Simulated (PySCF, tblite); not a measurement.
A set of runs on `C[SiH2]N1CCCC1`; the geometry of each is named by its level. Settings lines and outputs come from a driver script.

C5H13NSi.
Bonds: C1–Si2, Si2–N3, N3–C4, C4–C5, C5–C6, C6–C7, N3–C7. Hydrogens: H8, H9, H10 on C1; H11, H12 on Si2; H13, H14 on C4; H15, H16 on C5; H17, H18 on C6; H19, H20 on C7.

Step 1: GFN2-xTB geometry optimisation, gas phase (tblite 0.8.0) (from a force-field or distance-geometry start)
```json
{"job": {"kind": "relax", "xc": "GFN2-xTB", "basis": "xTB"}, "charge": 0, "multiplicity": 1}
```
```
step      E/eV     max force
  0    -598.49820    2.273
  1    -598.68404    0.930
  2    -598.76111    0.564
...
140    -599.06514    0.032
141    -599.06527    0.020
142    -599.06534    0.013
143    -599.06540    0.012
144    -599.06542    0.009
```

Energy lowered by 13.1 kcal/mol over 144 steps; largest atomic force 0.009 eV/Å at the end. «max force» is the largest atomic force in eV/Å.

Time: 1.1 s wall. Hardware: one thread of an Arm Neoverse V1 (shared host).

Step 2: GFN2-xTB harmonic vibrations, gas phase (tblite 0.8.0) (on the GFN2-xTB geometry)
```json
{"job": {"kind": "ir", "xc": "GFN2-xTB", "basis": "xTB"}, "charge": 0, "multiplicity": 1}
```
```
(table of modes left out)
```

54 modes from 25 to 3057 cm⁻¹ (unscaled, harmonic); zero-point energy 106.6 kcal/mol; all wavenumbers are real at this level.

Time: 0.74 s wall. Hardware: one thread, Arm Neoverse V1 (aarch64) (shared host).

Step 3: TDDFT B3LYP/def2-SVPD, vertical, gas phase, core orbitals frozen in the response (PySCF 2.14.0, density-fitted response routines) (on the GFN2-xTB geometry)
```json
{"job": {"kind": "uv", "xc": "B3LYP", "basis": "def2-SVPD", "nstates": 8, "ntriplets": 3}, "charge": 0, "multiplicity": 1}
```
```
...
Static polarisability (au): isotropic 92.470, principal 79.347 92.355 105.708
Singlet excitations
state   eV       nm        f      main configurations
  1   5.1849    239.1   0.00856   H->L 0.95
  2   5.4640    226.9   0.01760   H->L+1 0.94
  3   6.0245    205.8   0.00798   H->L+2 0.94
  4   6.1652    201.1   0.00998   H->L+3 0.95
  5   6.2850    197.3   0.01691   H->L+4 0.94
  6   6.4859    191.2   0.01382   H->L+5 0.87, H->L+6 0.09
  7   6.7028    185.0   0.00380   H->L+6 0.87, H->L+5 0.10
  8   7.0693    175.4   0.01985   H->L+7 0.78, H->L+8 0.14
Triplet excitations (Tamm-Dancoff, eV): 5.0946 5.3311 5.9769
```

HOMO -5.79 eV, LUMO 0.31 eV; lowest singlet 5.18 eV; lowest triplet 5.09 eV (Tamm–Dancoff); mean polarisability 92.5 au.

On one thread of an Arm Neoverse V1, shared host with 32 logical CPUs at a one-minute load of 30, this took 66 s wall and 0.97 GiB of memory at its peak.

Geometry of the electronic-property runs (GFN2-xTB):
```
atom  x, y, z in Å
C1     2.857    0.502   -0.163
Si2    1.657   -0.961   -0.086
N3     0.064   -0.340   -0.176
C4    -1.093   -1.173   -0.408
C5    -2.206   -0.178   -0.712
C6    -1.895    0.940    0.280
C7    -0.363    0.963    0.313
H8     2.691    1.112   -1.046
H9     2.765    1.147    0.706
H10    3.880    0.143   -0.197
H11    1.814   -1.855   -1.240
H12    1.939   -1.731    1.146
H13   -0.896   -1.869   -1.225
H14   -1.349   -1.764    0.485
H15   -2.107    0.188   -1.734
H16   -3.200   -0.599   -0.580
H17   -2.290    0.680    1.264
H18   -2.314    1.899   -0.017
H19    0.009    1.161    1.324
H20    0.032    1.744   -0.347
```

 (This holds for the electronic-property runs.)

One conformer stands for the species.
